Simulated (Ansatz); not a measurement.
`C/N=C/N[SiH3]` and `C/N=C/NC` differ in one atom or group.

Ansatz, PBE0-D4/def2-TZVP geometries, multiplicity 1. Each molecule was computed in one conformer, which needn't be the lowest.

```
                                        property  `C/N=C/N[SiH3]`
            HOMO–LUMO gap (PBE0/def2-TZVPP) / eV             7.28
              HOMO energy (PBE0/def2-TZVPP) / eV            -6.78
           LUMO energy (ωB97M-V/def2-TZVPP) / eV             2.17
size of the dipole moment (B3LYP/def2-TZVPP) / D             2.24
               HOMO energy (PBE/def2-TZVPP) / eV            -5.59
  size of the dipole moment (PBE/def2-TZVPP) / D             2.14
```

Question: Give the same properties after the change, and the shifts. (Best estimate.)

Answer: Computed: 
```csv
property,`C/N=C/NC`,shift
HOMO–LUMO gap (PBE0/def2-TZVPP) / eV,7.35,0.07
HOMO energy (PBE0/def2-TZVPP) / eV,-6.31,0.47
LUMO energy (ωB97M-V/def2-TZVPP) / eV,2.56,0.39
size of the dipole moment (B3LYP/def2-TZVPP) / D,2.25,0.01
HOMO energy (PBE/def2-TZVPP) / eV,-5.12,0.47
size of the dipole moment (PBE/def2-TZVPP) / D,2.20,0.06
```

With PBE0 the HOMO rises by 0.47 eV and the LUMO rises by 0.54 eV, so the gap widens by about 0.07 eV. PBE moves the HOMO by 0.47 eV and ωB97M-V by 0.47 eV. Dipoles are sizes alone; their direction can turn.

B3LYP here is the variant with VWN-RPA as its local correlation; programs differ in this.
